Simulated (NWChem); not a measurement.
System: SiN₂H₄, singlet; SMILES [Si](N)N

Parts of the log:

```
             Northwest Computational Chemistry Package (NWChem) 7.3.0
             --------------------------------------------------------

 C2V symmetry detected

                             Geometry "geometry" -> ""
                             -------------------------

 Output coordinates in angstroms (scale by  1.889725989 to convert to a.u.)

  No.       Tag          Charge          X              Y              Z
 ---- ---------------- ---------- -------------- -------------- --------------
    1 Si                  14.0000     0.00000000     0.00000000    -0.67446256
    2 N                    7.0000     1.33427100     0.00000000     0.44898244
    3 H                    1.0000     1.30259500     0.00000000     1.47409044
    4 H                    1.0000     2.29634900     0.00000000     0.10427044
    5 N                    7.0000    -1.33427100     0.00000000     0.44898244
    6 H                    1.0000    -2.29634900     0.00000000     0.10427044
    7 H                    1.0000    -1.30259500     0.00000000     1.47409044

 Effective nuclear repulsion energy (a.u.)     101.5291983813

      Symmetry information
      --------------------

 Group name             C2v
 Group number             16
 Group order               4
 No. of unique centers     4

                                 NWChem DFT Module
                                 -----------------

 Summary of "ao basis" -> "ao basis" (spherical)
 ------------------------------------------------------------------------------
       Tag                 Description            Shells   Functions and Types
 ---------------- ------------------------------  ------  ---------------------
 Si                          6-31g*                  8       18   4s3p1d
 N                           6-31g*                  6       14   3s2p1d
 H                           6-31g*                  2        2   2s

      Symmetry analysis of basis
      --------------------------

        a1         23
        a2          5
        b1         18
        b2          8

            General Information
            -------------------
          SCF calculation type: DFT
          Wavefunction type:  closed shell.
          No. of atoms     :     7
          No. of electrons :    32
           Alpha electrons :    16
            Beta electrons :    16
          Charge           :     0
          Spin multiplicity:     1
          Use of symmetry is: on ; symmetry adaption is: on
          Maximum number of iterations: 150
          AO basis - number of functions:    54
                     number of shells:    28
          Convergence on energy requested:  1.00D-06
          Convergence on density requested:  1.00D-05
          Convergence on gradient requested:  5.00D-04

              XC Information
              --------------
                         B3LYP Method XC Potential
                     Hartree-Fock (Exact) Exchange  0.200
                        Slater Exchange Functional  0.800 local
                    Becke 1988 Exchange Functional  0.720 non-local
              Lee-Yang-Parr Correlation Functional  0.810
                  VWN I RPA Correlation Functional  0.190 local

             Grid Information
             ----------------
          Grid used for XC integration:  medium
          Radial quadrature: Mura-Knowles
          Angular quadrature: Lebedev.
          Tag              B.-S. Rad. Rad. Pts. Rad. Cut. Ang. Pts.
          ---              ---------- --------- --------- ---------
          Si                  1.10       88           8.0       590
          N                   0.65       49          10.0       434
          H                   0.35       45          11.0       434
          Grid pruning is: on
          Number of quadrature shells:   227
          Spatial weights used:  Erf1

      Superposition of Atomic Density Guess
      -------------------------------------

 Sum of atomic energies:        -399.39771417

      Non-variational initial energy
      ------------------------------

 Total energy =    -400.510312
 1-e energy   =    -751.275536
 2-e energy   =     249.236025
 HOMO         =      -0.260154
 LUMO         =       0.001135

      Symmetry analysis of molecular orbitals - initial
      -------------------------------------------------

  Numbering of irreducible representations:

     1 a1          2 a2          3 b1          4 b2

  Orbital symmetries:

     1 a1          2 a1          3 b1          4 a1          5 b1
     6 a1          7 b2          8 a1          9 b1         10 a1
    11 a1         12 b1         13 b1         14 b2         15 a2
    16 a1         17 b2         18 b1         19 a1         20 a1
    21 a1         22 b1         23 b1         24 a1         25 b2
    26 a1

     ---------------------------------------------
      Total Density - Mulliken Population Analysis
     ---------------------------------------------

    Atom       Charge   Shell Charges
 -----------   ------   -------------------------------------------------------
    1 Si  14    13.28   2.00  2.00  5.97  1.12  1.06  0.68  0.31  0.14
    2 N    7     8.23   2.00  0.83  2.65  0.82  1.92  0.01
    3 H    1     0.57   0.40  0.17
    4 H    1     0.56   0.40  0.16
    5 N    7     8.23   2.00  0.83  2.65  0.82  1.92  0.01
    6 H    1     0.56   0.40  0.16
    7 H    1     0.57   0.40  0.17

   convergence    iter        energy       DeltaE   RMS-Dens  Diis-err
 ---------------- ----- ----------------- --------- --------- ---------
 d= 0,ls=0.0,diis     1   -401.3725281216 -5.03D+02  1.58D-02  4.45D-01
 d= 0,ls=0.0,diis     2   -401.3529374881  1.96D-02  8.95D-03  6.08D-01
 d= 0,ls=0.0,diis     3   -401.4198075967 -6.69D-02  1.79D-03  2.95D-02
 d= 0,ls=0.0,diis     4   -401.4231950136 -3.39D-03  3.79D-04  3.66D-04
 d= 0,ls=0.0,diis     5   -401.4232456693 -5.07D-05  9.29D-05  9.26D-06
  Resetting Diis
 d= 0,ls=0.0,diis     6   -401.4232473677 -1.70D-06  1.41D-05  1.87D-07
 d= 0,ls=0.0,diis     7   -401.4232474054 -3.77D-08  1.72D-06  3.33D-09

         Total DFT energy =     -401.423247405423
      One electron energy =     -754.709815265161
           Coulomb energy =      288.024581110889
    Exchange-Corr. energy =      -36.267211632429
 Nuclear repulsion energy =      101.529198381278

 Numeric. integr. density =       32.000002866185

                  Occupations of the irreducible representations
                  ----------------------------------------------

                     irrep           alpha         beta
                     --------     --------     --------
                     a1                8.0          8.0
                     a2                1.0          1.0
                     b1                5.0          5.0
                     b2                2.0          2.0

                       DFT Final Molecular Orbital Analysis
                       ------------------------------------

 Vector   14  Occ=2.000000D+00  E=-2.892643D-01  Symmetry=b2
              MO Center= -1.9D-14, -7.4D-17,  2.5D-01, r^2= 2.6D+00
   Bfn.  Coefficient  Atom+Function         Bfn.  Coefficient  Atom+Function
  ----- ------------  ---------------      ----- ------------  ---------------
    22      0.362578  2 N  py                40      0.362578  5 N  py
    26      0.296878  2 N  py                44      0.296878  5 N  py
     8      0.243506  1 Si py                12      0.141292  1 Si py
     4     -0.105212  1 Si py                15      0.043804  1 Si d -1

 Vector   15  Occ=2.000000D+00  E=-2.404067D-01  Symmetry=a2
              MO Center=  2.1D-14, -9.6D-17,  4.3D-01, r^2= 2.6D+00
   Bfn.  Coefficient  Atom+Function         Bfn.  Coefficient  Atom+Function
  ----- ------------  ---------------      ----- ------------  ---------------
    22      0.426016  2 N  py                40     -0.426016  5 N  py
    26      0.382102  2 N  py                44     -0.382102  5 N  py
    14      0.065105  1 Si d -2

 Vector   16  Occ=2.000000D+00  E=-2.229426D-01  Symmetry=a1
              MO Center= -9.2D-16, -1.2D-16, -1.0D+00, r^2= 2.3D+00
   Bfn.  Coefficient  Atom+Function         Bfn.  Coefficient  Atom+Function
  ----- ------------  ---------------      ----- ------------  ---------------
    10      0.484389  1 Si s                  6      0.414243  1 Si s
     9     -0.396304  1 Si pz                24     -0.203765  2 N  s
    42     -0.203765  5 N  s                  2     -0.192948  1 Si s
    13     -0.185836  1 Si pz                 5      0.162085  1 Si pz
    23      0.129991  2 N  pz                41      0.129991  5 N  pz

 Vector   17  Occ=0.000000D+00  E=-7.513524D-03  Symmetry=b2
              MO Center=  6.0D-18,  4.0D-16, -6.0D-01, r^2= 3.1D+00
   Bfn.  Coefficient  Atom+Function         Bfn.  Coefficient  Atom+Function
  ----- ------------  ---------------      ----- ------------  ---------------
    12      0.637370  1 Si py                 8      0.526730  1 Si py
    26     -0.306613  2 N  py                44     -0.306613  5 N  py
    22     -0.239071  2 N  py                40     -0.239071  5 N  py
     4     -0.190921  1 Si py                15     -0.046778  1 Si d -1

 Vector   18  Occ=0.000000D+00  E= 4.016430D-02  Symmetry=b1
              MO Center=  4.4D-15, -3.8D-17, -6.0D-01, r^2= 5.1D+00
   Bfn.  Coefficient  Atom+Function         Bfn.  Coefficient  Atom+Function
  ----- ------------  ---------------      ----- ------------  ---------------
    11      0.963763  1 Si px                24     -0.799662  2 N  s
    42      0.799662  5 N  s                 34      0.355793  3 H  s
    54     -0.355793  7 H  s                  7      0.314074  1 Si px
    36      0.143905  4 H  s                 52     -0.143905  6 H  s
     3     -0.118596  1 Si px                20     -0.111147  2 N  s

[...]
```

Level: B3LYP/6-31G* (spherical d). Low-valent species are run as closed-shell singlets; no triplet was tried in these runs. Geometry: optimised at PBE-D3(BJ)/def2-SVP.

Q: Reconstruct the input file.

A: Several could match; the one computed here: the input that was run:
```
start job
memory heap 200 mb stack 900 mb global 1100 mb
geometry units angstroms noautoz
  Si     0.000000     0.000000    -0.667003
  N      1.334271     0.000000     0.456442
  H      1.302595     0.000000     1.481550
  H      2.296349     0.000000     0.111730
  N     -1.334271     0.000000     0.456442
  H     -2.296349     0.000000     0.111730
  H     -1.302595     0.000000     1.481550
end
basis spherical
  Si library 6-31g*
  N library 6-31g*
  H library 6-31g*
end
dft
  xc b3lyp
  iterations 150
  mulliken
end
task dft energy
```
